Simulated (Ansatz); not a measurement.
Program: Ansatz. Geometries: PBE0-D4/def2-TZVP. ΔE: electronic, gas phase. CCSD(T)/CBS is the MP2 limit (def2-TZVPP, def2-QZVPP) plus CCSD(T) − MP2 in def2-TZVPP, frozen cores. This one scheme is used for every species. Functionals use def2-TZVPP. Each species was taken in one conformer, which may not be the lowest.

Consider the substitution at a C–C bond: `B/C=C/CO` + `N[SiH2]N` → `N[SiH2]NCO` + `BC=C`.

```csv
level,ΔE (kJ/mol)
PBE,24.4
r2SCAN,25.5
SCS-MP2/def2-TZVPP,21.3
SCS-MP2/def2-QZVPP,22.9
```

(1) What does CCSD(T)/CBS give? (Best estimate.)

Largest T1 diagnostic among the species: 0.011.

Answers

(1) The calculation gave: +22.7 kJ/mol. The listed levels differ from it by 1.7, 2.8, -1.4, 0.2 kJ/mol.
